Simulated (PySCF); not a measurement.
A calculated (LDA, PySCF 2.14, ANO-RCC-VTZP, the spin-free X2C one-electron Hamiltonian (Gaussian nucleus)) atom or ion has these occupied shells.

```
shell  electrons  orbital energy (eV)  rms radius, mean of both spins (bohr)
 1s α          1             -90202.2                                 0.0178
 1s β          1             -90202.2                                 0.0178
 2s α          1             -16223.6                                 0.0719
 2s β          1             -16223.6                                 0.0719
 2p α          3             -13968.6                                 0.0663
 2p β          3             -13968.6                                 0.0663
 3s α          1              -3931.5                                  0.183
 3s β          1              -3931.5                                  0.183
 3p α          3              -3283.2                                  0.186
 3p β          3              -3283.2                                  0.186
 3d α          5              -2595.2                                  0.170
 3d β          5              -2595.2                                  0.170
 4s α          1              -915.31                                  0.401
 4s β          1              -915.29                                  0.401
 4p α          3              -701.24                                  0.428
 4p β          3              -701.22                                  0.428
 4d α          5              -446.80                                  0.454
 4d β          5              -446.78                                  0.454
 5s α          1              -175.03                                  0.881
 5s β          1              -174.98                                  0.881
 4f α          7              -170.89                                  0.482
 4f β          7              -170.87                                  0.482
 5p α          3              -114.21                                   1.00
 5p β          3              -114.15                                   1.00
 5d α          5              -44.796                                   1.32
 5d β          5              -44.649                                   1.32
 6s α          1              -31.335                                   2.20
 6s β          1              -30.768                                   2.20
 6p α          1              -19.813                                   2.82
```

Problem. Name the element and its charge.

Solution. Bi²⁺ (bismuth, charge +2), in [Xe] 4f14 5d10 6s2 6p1, 2P determinant.
